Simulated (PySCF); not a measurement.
**B⁺: ionisation energy**

B⁺ [He] 2s2 (1S) → B²⁺ [He] 2s1 (2S), as a difference of total energies. Computed with PySCF 2.14 in x2c-QZVPPall with one added diffuse shell each of s, p, d, f type (8s5p4d3f1g, 73 functions), with the spin-free X2C one-electron Hamiltonian (Gaussian nucleus). Correlated levels: valence and next inner shell: nothing frozen. The calculations carry no spin-orbit coupling.

| method | ionisation energy (eV) |
| --- | --- |
| UHF | 23.449 |
| MP2 (valence and next inner shell) | 24.497 |
| SCS-MP2 (valence and next inner shell) | 24.698 |
| CCSD (valence and next inner shell) | 25.092 |
| CCSD(T) (valence and next inner shell) | 25.103 |

Question: How much does correlation contribute at CCSD(T) (valence and next inner shell)?

Answer: 25.103 − (23.449) = 1.654 eV, measured against UHF.

Errors of the correlated levels include the incompleteness of this basis.

For comparison: 25.155 eV (measured; NIST Atomic Spectra Database, ionization energies).
